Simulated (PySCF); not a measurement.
3-fluorobuta-1,2-diene (C4H5F), SMILES C=C=C(C)F. The structure is a stationary point at PBE0-D3(BJ)/def2-SVP.

Computed equilibrium geometry at PBE0-D3(BJ)/def2-SVP (PySCF confirms it by a frequency run) as Cartesian coordinates in Å, and its point group:
point group Cs.
```xyz
10

C     -0.1358    -2.2169     0.0000
C     -0.0175    -0.9148     0.0000
C      0.0639     0.3955     0.0000
C     -1.0699     1.3575     0.0000
F      1.2656     1.0006     0.0000
H     -0.1847    -2.7892    -0.9346
H     -0.1847    -2.7892     0.9346
H     -2.0324     0.8313     0.0000
H     -1.0162     2.0068     0.8887
H     -1.0162     2.0068    -0.8887
```
